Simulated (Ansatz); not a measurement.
Compare A (`NBO[SiH2]Cl`) with its isomer B (`NB(Cl)O[SiH3]`).

Calculated with Ansatz (gas phase, PBE0-D4/def2-TZVP geometries, no zero-point term in ΔE). CCSD(T)/CBS adds triple-zeta CCSD(T) − MP2 to the extrapolated MP2 energy (def2 sets, frozen cores). DFT in def2-TZVPP. B3LYP here is the variant with VWN-RPA as its local correlation; programs differ in this. One conformer a species, not always the lowest.

Task: Which is lower in electronic energy at CCSD(T)/CBS, and by how much? (Estimate.)

Result: The calculation gave: A, by 31.6 kJ/mol.

Task: Give E(B) − E(A) in kJ/mol with HF/def2-TZVPP, MP2/def2-TZVPP, CCSD/def2-TZVPP, CCSD(T)/def2-SVP, PBE-D4, B3LYP-D4, ωB97M-V. (Estimate.)

Result: Ansatz gave: HF/def2-TZVPP 31.7, MP2/def2-TZVPP 30.3, CCSD/def2-TZVPP 29.3, CCSD(T)/def2-SVP 14.1, PBE-D4 28.2, B3LYP-D4 29.4, ωB97M-V 31.4. None reverses the order clearly.

Task: Does the order hold for the free energy at 298.15 K (harmonic terms from PBE0-D4)? (Estimate.)

Result: Computed: Yes: G(B) − G(A) = +26.6 kJ/mol, for one conformer each. Modes under 60 cm⁻¹, often nearly free rotors, make the harmonic entropy too high.

Largest T1 diagnostic: 0.011.

Leaving LDA and LC-ωPBE aside and taking each functional with its dispersion term where it has one, the values, not all of them listed here, spread over 5.9 kJ/mol, from revPBE-D4 to B2PLYP. LDA lies −5.3 kJ/mol from PBE without D4. At CCSD(T), def2-SVP lies −17.6 kJ/mol from the extrapolated value and def2-TZVPP −2.9 kJ/mol.
